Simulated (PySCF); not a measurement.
Correlation energy of Br⁺ (bromine, charge +1)

[Ar] 3d10 4s2 4p4, high-spin 3P determinant. Computed with PySCF 2.14 in aug-cc-pwCVDZ-PP with ECP10MDF, with a scalar-relativistic core potential. Frozen: 3s2 3p6 3d10; 6 electrons correlated.

| level | correlation energy (mhartree) |
| --- | --- |
| CCSD | -99.48 |
| (T) | -1.52 |
| CCSD(T) | -101.00 |

Diagnostics: T1 = 0.0068, D1 = 0.0223, largest double amplitude 0.039.

Cost of the coupled-cluster step: of the order of 0.7 core-seconds, for 6 correlated electrons.
